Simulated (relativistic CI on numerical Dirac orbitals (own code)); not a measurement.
## L2,3 absorption of copper in several valence states

Computed multiplet spectra 2p⁶3dⁿ → 2p⁵3dⁿ⁺¹ (Dirac-Coulomb-Breit ions, Slater integrals scaled by 0.8, an assumed crystal field that grows with the charge, no charge transfer; 300 K; Lorentzian 0.4 eV and Gaussian 0.3 eV FWHM at both edges, so that L2 comes out sharper than in experiment). Peaks over 5 % are given in eV from the highest peak in the L3 region of each spectrum (height, largest 100). S of the lowest state is read from ⟨S²⟩, and the branching ratio is the share of L3, cut at the minimum between the edges.

Field parameters in Wybourne normalisation: Oh B⁴₀ = 21Dq, B⁴₄ = √(5/14) B⁴₀. The field is a parameter set, without covalency.

- Cu2+ (d9, Oh, 10Dq = 13700 cm⁻¹): S = 0.50, branching ratio 0.73; peaks 0.0 (100), 20.2 (37)
- Cu3+ (d8, Oh, 10Dq = 17700 cm⁻¹): S = 1.00, branching ratio 0.74; peaks 0.0 (100), 2.5 (23), 20.3 (25), 21.6 (24)

**Question.** What spin state follows for Cu4+ in Oh, 10Dq = 21700 cm⁻¹, and does its branching ratio lie nearer 2/3 or nearer 0.8?

**Answer.** Cu4+ (d7, Oh, 10Dq = 21700 cm⁻¹): S = 1.50, high spin, branching ratio 0.83; peaks -5.1 (72), -3.8 (18), -2.5 (75), -1.8 (80), 0.0 (100), 1.7 (14), 2.3 (11), 3.4 (6), 18.7 (20), 19.8 (20), 20.8 (25), 22.4 (6). High-spin states, above all those with an unquenched orbital moment, raise the ratio above the statistical 2/3; low spin and nearly empty shells keep it near or below 2/3.

The centroid of the whole edge, which also moves with the branching ratio, lies at 937.6 (Cu2+), 941.1 (Cu3+), 942.0 (Cu4+) eV in this ionic model, in steps of 0.9 to 3.5 eV. Compounds show about 1 to 2 eV a unit and lower energies for the high valences, since ligands screen the charge. The multiplet shape follows the d count and the spin state, and so serves as a fingerprint of valence. Real compounds of Cu4+ are mostly low spin, since covalency shrinks the Slater integrals more than this scale does.
